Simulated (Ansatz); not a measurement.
The pair A = C2H6 (SMILES CC) (first 8 atoms), B = CH3I (SMILES CI); geometry from B3LYP-D3(BJ)/def2-TZVP.
(charge 0, multiplicity 1):
| atom | x (Å) | y (Å) | z (Å) |
|---|---|---|---|
| C | -0.5341 | 0.5047 | 0.2353 |
| C | 0.6478 | -0.4001 | -0.0989 |
| H | -1.2710 | 0.5087 | -0.5703 |
| H | -0.2147 | 1.5377 | 0.3900 |
| H | -1.0385 | 0.1721 | 1.1442 |
| H | 0.3217 | -1.4278 | -0.2684 |
| H | 1.3747 | -0.4250 | 0.7151 |
| H | 1.1655 | -0.0634 | -0.9994 |
| C | 0.9957 | 1.3772 | 3.4472 |
| I | 0.5693 | -0.6407 | 4.0729 |
| H | 1.5497 | 1.8536 | 4.2474 |
| H | 1.5820 | 1.3172 | 2.5378 |
| H | 0.0462 | 1.8687 | 3.2719 |

Cores are frozen in the correlated methods. Filled d and f shells under p-block atoms count as core.

The values were computed with Ansatz (Gaussian orbitals).  In def2 rows elements past Kr take small-core potentials, without spin–orbit coupling.

Total energies (hartree), monomers frozen at their geometry in the pair:

```json
[
 {"structure": "AB", "HF/def2-SVPD": "-415.4116758", "PBE/def2-TZVPPD": "-417.2953552", "CCSD(T)/def2-SVPD": "-416.0775328"},
 {"structure": "A in the pair's basis", "HF/def2-SVPD": "-79.1771944", "PBE/def2-TZVPPD": "-79.7328177", "CCSD(T)/def2-SVPD": "-79.5387804"},
 {"structure": "B in the pair's basis", "HF/def2-SVPD": "-336.2366077", "PBE/def2-TZVPPD": "-337.5623117", "CCSD(T)/def2-SVPD": "-336.5370157"},
 {"structure": "A", "HF/def2-SVPD": "-79.1769831", "PBE/def2-TZVPPD": "-79.7327899", "CCSD(T)/def2-SVPD": "-79.5377993"},
 {"structure": "B", "HF/def2-SVPD": "-336.2361070", "PBE/def2-TZVPPD": "-337.5622641", "CCSD(T)/def2-SVPD": "-336.5347141"}
]
```

**Question.** Work out the interaction energy without and with the counterpoise correction, and the superposition error, for each level.

**Answer.** 
E(AB) − E(A) − E(B), times 627.509 kcal/mol, with the monomers in their own basis and then in the pair's basis:
- HF/def2-SVPD: 0.89 uncorrected, 1.33 corrected; the monomers gain 0.45 kcal/mol from borrowed functions
- PBE/def2-TZVPPD: -0.19 uncorrected, -0.14 corrected; the monomers gain 0.05 kcal/mol from borrowed functions
- CCSD(T)/def2-SVPD: -3.15 uncorrected, -1.09 corrected; the monomers gain 2.06 kcal/mol from borrowed functions

Ansatz is a quantum-chemistry and plane-wave program.
